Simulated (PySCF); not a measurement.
## `CCP(=O)(CC)CP`: 4 charge schemes on one density

Species: C5H14OP2.
Atom-mapped SMILES: `[CH3:1][CH2:2][P:3](=[O:4])([CH2:5][CH3:6])[CH2:7][PH2:8]` (hydrogens: H9, H10, H11 on C1; H12, H13 on C2; H14, H15 on C5; H16, H17, H18 on C6; H19, H20 on C7; H21, H22 on P8)

Cartesian coordinates in Å at the GFN2-xTB level; atoms count from 1:
```xyz
22
C5H14OP2 angstrom
C      2.7866   -0.4164    0.5203
C      1.6715    0.6033    0.6915
P      0.3120    0.2567   -0.4998
O      0.7384    0.2172   -1.9035
C     -0.4813   -1.3034    0.0716
C     -1.6625   -1.6331   -0.8277
C     -0.9070    1.5986   -0.1619
P     -1.5590    1.5506    1.5781
H      3.6810   -0.1089    1.0587
H      2.4825   -1.3931    0.8912
H      3.0310   -0.5112   -0.5369
H      1.2871    0.6186    1.7127
H      2.0364    1.6045    0.4414
H     -0.7777   -1.2170    1.1191
H      0.2811   -2.0818   -0.0170
H     -1.3486   -1.5814   -1.8692
H     -2.4755   -0.9234   -0.6805
H     -2.0402   -2.6338   -0.6250
H     -0.3624    2.5377   -0.3076
H     -1.7005    1.5479   -0.9115
H     -2.4138    2.6400    1.4171
H     -2.5896    0.6479    1.3281
```

Density: PBE0/pcSseg-1 (PySCF); schemes: Mulliken, IAO, Hirshfeld and ESP-fitted. Isolated species at its GFN2-xTB geometry (one conformer only).

Q: Do the Mulliken, IAO, Hirshfeld and ESP-fitted schemes agree on where the charge is lowest?

A: The schemes don't all agree: Mulliken C7 (-0.659); IAO O4 (-0.932); Hirshfeld O4 (-0.404); ESP-fitted O4 (-0.636).

Q: At which atom do the 4 schemes differ most?

A: At P3: from +0.429 (Hirshfeld) to +1.517 e (IAO), 1.088 e apart.

Q: What partial charge does each atom carry?

A: In e:

| atom | environment | Mulliken | IAO | Hirshfeld | ESP-fitted |
| --- | --- | --- | --- | --- | --- |
| C1 | methyl carbon | -0.279 | -0.418 | -0.115 | -0.353 |
| C2 | sp3 carbon bound to phosphorus | -0.464 | -0.510 | -0.114 | +0.090 |
| P3 | phosphoryl phosphorus | +0.823 | +1.517 | +0.429 | +0.654 |
| O4 | phosphoryl oxygen | -0.605 | -0.932 | -0.404 | -0.636 |
| C5 | sp3 carbon bound to phosphorus | -0.488 | -0.511 | -0.112 | +0.045 |
| C6 | methyl carbon | -0.274 | -0.417 | -0.116 | -0.334 |
| C7 | sp3 carbon bound to phosphorus | -0.659 | -0.699 | -0.158 | -0.469 |
| P8 | phosphine phosphorus | +0.069 | +0.179 | +0.089 | -0.265 |
| H9 | methyl hydrogen | +0.127 | +0.148 | +0.045 | +0.099 |
| H10 | methyl hydrogen | +0.118 | +0.137 | +0.040 | +0.079 |
| H11 | methyl hydrogen | +0.141 | +0.157 | +0.043 | +0.106 |
| H12 | methylene hydrogen | +0.161 | +0.152 | +0.033 | -0.039 |
| H13 | methylene hydrogen | +0.156 | +0.152 | +0.048 | +0.046 |
| H14 | methylene hydrogen | +0.151 | +0.144 | +0.036 | +0.020 |
| H15 | methylene hydrogen | +0.166 | +0.157 | +0.051 | +0.047 |
| H16 | methyl hydrogen | +0.143 | +0.160 | +0.045 | +0.122 |
| H17 | methyl hydrogen | +0.116 | +0.133 | +0.036 | +0.087 |
| H18 | methyl hydrogen | +0.128 | +0.148 | +0.045 | +0.084 |
| H19 | methylene hydrogen | +0.187 | +0.170 | +0.053 | +0.212 |
| H20 | methylene hydrogen | +0.189 | +0.166 | +0.050 | +0.166 |
| H21 | P–H hydrogen | +0.052 | -0.010 | -0.010 | +0.121 |
| H22 | P–H hydrogen | +0.043 | -0.022 | -0.012 | +0.116 |

Mean size of the charges over all atoms: IAO 0.320 e, Mulliken 0.252 e, ESP-fitted 0.190 e, Hirshfeld 0.095 e. Each set sums to the total charge, 0, to within 0.001 e. The Hirshfeld scheme divides the density at each point in proportion to the densities of the neutral, spherically averaged free atoms. The IAO scheme counts the electrons in orthogonalised intrinsic atomic orbitals, a minimal basis polarised so that it spans the occupied orbitals exactly.

Q: How closely do the schemes follow one another over all atoms?

A: Correlation coefficient and root-mean-square difference: IAO with Hirshfeld 0.97, 0.330 e; Mulliken with IAO 0.97, 0.173 e; Mulliken with Hirshfeld 0.92, 0.203 e; Hirshfeld with ESP-fitted 0.83, 0.164 e; IAO with ESP-fitted 0.82, 0.293 e; Mulliken with ESP-fitted 0.79, 0.200 e.

Q: How many electrons does the IAO scheme count on C7?

A: Z − q = 6 − (-0.699) = 6.699.

Q: Sum the charges by element, for elements with more than one atom.

A: 
```csv
element,atoms,Mulliken,IAO,Hirshfeld,ESP-fitted
C,5,-2.165,-2.555,-0.616,-1.020
P,2,+0.892,+1.695,+0.517,+0.390
H,14,+1.878,+1.792,+0.502,+1.266
```

These values come from a run that also computed NMR shieldings. The run took 43 s of wall time on one thread, Arm Neoverse V1 (aarch64) (shared host), and the process peaked at 1.1 GiB of memory.
